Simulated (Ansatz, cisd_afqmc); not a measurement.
Species: GeNH₃, charge 0, singlet. GeNH3 (SMILES [GeH][NH2]).
B3LYP-D3(BJ)/def2-TZVP minimum from Ansatz (a first-principles code):
```
N
H 1 1.0083
H 1 1.0085 2 112.36
Ge 1 1.8292 2 125.71 3 -180.00
H 4 1.6068 1 92.58 2 0.00
```

Atomisation energy term by term, kcal/mol (programs: Ansatz, cisd_afqmc). Open shells are spin-unrestricted; no spin-orbit coupling. Cores are frozen in correlated methods (noble-gas shells, and filled d and f shells in the p block). No relativity. The Monte Carlo rows (phaseless AFQMC, CISD trial, step 0.005/hartree) carry one-sigma bars that omit the constraint's bias. Outlying blocks are dropped, and bars are widened where a walk drifts. Over all cases where full CI ran beside it in this data, AFQMC minus full CI had a median of +0.1 mEh and passed +0.4 mEh in a tenth of the cases. CBS(X,Y): correlation extrapolated as X^-3, Hartree-Fock from the larger set (Q,5: extrapolated as (X+1)exp(-9√X)). A bracket is a step between two methods taken in the basis named. For partners of very few electrons the exact lower level stands in for a higher one.

```json
[
 {"term": "Hartree-Fock", "basis": "CBS(cc-pVQZ,cc-pV5Z)", "kcal/mol": "223.83"},
 {"term": "CCSD correlation", "basis": "CBS(cc-pVQZ,cc-pV5Z)", "kcal/mol": "114.27"},
 {"term": "(T)", "basis": "CBS(cc-pVQZ,cc-pV5Z)", "kcal/mol": "6.75"},
 {"term": "CCSDT(Q) - CCSD(T)", "basis": "cc-pVTZ", "kcal/mol": "0.34"},
 {"term": "CCSDTQ - CCSDT(Q)", "basis": "cc-pVDZ", "kcal/mol": "-0.07"},
 {"term": "sum: De", "basis": "", "kcal/mol": "345.1"}
]
```

The step beyond CCSD(T) by other levels: CCSDTQ in cc-pVDZ 0.62; AFQMC/CISD in cc-pVDZ 0.40 ± 0.23; CCSDT(Q) in cc-pVDZ 0.69 kcal/mol.
